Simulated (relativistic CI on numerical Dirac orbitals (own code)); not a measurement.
# Ni IX: q coefficients and field-shift factors

Calculated at this level of theory: Dirac-Coulomb-Breit CI, separate exchange-only KLI orbitals for each configuration, derivatives by finite differences, unscaled Slater integrals, QED left out (own radial code, finite nucleus).

Configuration list (outside the closed core [Ne]): 3s2 3p6 3d2, 3s2 3p5 3d3, 3s 3p6 3d3, 3s2 3p6 3d 4s, 3s2 3p6 3d 4p, 3s2 3p6 4s2, 3s2 3p6 4s 4p. Double excitations out of closed p, d and f shells are left out; levels of such configurations are missing from the list, as are those of other unlisted configurations, and high levels can miss mixing partners.

With x = (α/α₀)² − 1 an excitation energy changes as ω = ω₀ + qx; K = 2q/ω₀ is the relative enhancement. Terms are leading LS components, so labels can repeat. The field-shift factor is F = δν/δ⟨r²⟩ for the transition from the lowest level.

Lowest level 3s2 3p6 3d2 3F_2.

```csv
Level,ω₀ (cm⁻¹),q (cm⁻¹),F (GHz/fm²)
3s2 3p6 3d2 3F_3,1838,1935,0.00878
3s2 3p6 3d2 3F_4,4044,4075,0.0186
3s2 3p6 3d2 1D_2,24085,1756,0.0154
3s2 3p6 3d2 3P_0,27101,1267,0.0117
3s2 3p6 3d2 3P_1,27789,2057,0.0151
3s2 3p6 3d2 3P_2,29394,4063,0.0245
3s2 3p6 3d2 1G_4,38545,2415,0.0463
3s2 3p6 3d2 1S_0,94746,2630,0.128
3s2 3p5 3d3 5S°_2,454882,10610,0.554
3s2 3p5 3d3 5D°_2,459767,7385,0.559
3s2 3p5 3d3 5D°_3,459882,7211,0.565
3s2 3p5 3d3 5D°_1,460028,8062,0.554
3s2 3p5 3d3 5D°_0,460306,8711,0.551
3s2 3p5 3d3 5D°_4,460778,7997,0.572
3s2 3p5 3d3 5F°_5,468859,8511,0.58
3s2 3p5 3d3 5F°_1,470829,11420,0.546
3s2 3p5 3d3 5F°_4,470865,11340,0.564
3s2 3p5 3d3 5F°_2,471282,12020,0.549
3s2 3p5 3d3 5F°_3,471423,12130,0.555
3s2 3p5 3d3 5G°_6,481606,6922,0.6
3s2 3p5 3d3 5G°_5,485774,11060,0.581
3s2 3p5 3d3 5G°_4,488778,13640,0.567
3s2 3p5 3d3 5G°_3,490766,15140,0.559
```

At this charge configurations can still be misplaced by up to about 7 % of their energy. Terms inside the open d or f shell come out 10 to 20 % too wide with unscaled integrals.

Which transition from the lowest level has the largest |K|?

3s2 3p6 3d2 3F_3 at 1838 cm⁻¹, K = 2.11.
